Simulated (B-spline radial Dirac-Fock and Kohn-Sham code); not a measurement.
These are calculated numbers from a radial finite-basis atomic code; the model is multi-electron Dirac-Fock with separately optimised hole states, Breit and Lamb-shift corrections added in first order. Electron correlation is not included.

Question: Identify the element and charge state from the binding energies below (tabulated ground configuration; the least bound level is included).

| level | binding energy (eV) |
| --- | --- |
| K | 21265.0 |
| L1 | 4091.6 |
| L2 | 3855.2 |
| M1 | 1491.5 |
| M2,3 | 1393.0 |

Answer: Mo²⁶⁺: Z = 42 with 16 electrons, [Ne] 3s2 3p4. The hydrogen-like estimate √(E/Ry) = 39.5 for the K level lies 2.5 below Z (screening lowers it, relativity raises it); the outermost level, at 1393.0 eV, fixes the charge.

Question: Identify the element and charge state from the binding energies below (tabulated ground configuration; the least bound level is included).

```tsv
level	binding energy (eV)
1s	73021.2
2s	16911.4
2p1/2	16441.4
2p3/2	15136.9
```

Answer: Ta⁶³⁺: Z = 73 with 10 electrons, [He] 2s2 2p6. The hydrogen-like estimate √(E/Ry) = 73.3 for the K level lies 0.3 above Z (screening lowers it, relativity raises it); the outermost level, at 15136.9 eV, fixes the charge.
